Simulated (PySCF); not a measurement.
Job for PySCF: R-BP86/6-31G* on CH3ClO2 (a complex), monomers drawn apart or pushed together.

```python
from pyscf import gto, scf, dft, mp
from pyscf.data.elements import chemcore

mol = gto.M(
    atom='''
    Cl   -0.27068733    0.32754095   -0.09807415
    H     0.58689984    0.05791804    0.85843757
    O     1.20325189   -0.28354532    3.30246316
    C     0.31283314   -0.15473055    4.10858447
    O    -0.95111960    0.14652513    3.83602567
    H     0.45523297   -0.27643065    5.18795866
    H    -1.06808900    0.25329246    2.87027949
    ''',
    basis='6-31g*',
    cart=True,
    charge=0, spin=0, verbose=3, max_memory=1800)
mf = dft.RKS(mol, xc='b88,p86')
mf.conv_tol = 1e-8
mf.max_cycle = 100
mf.kernel()
if not mf.converged:
    mf = mf.newton().run(mf.mo_coeff, mf.mo_occ)
```

Program output:

```
converged SCF energy = -650.589587393268
```

Self-consistency was reached.

Cost: about 4 core-seconds (a rough figure).
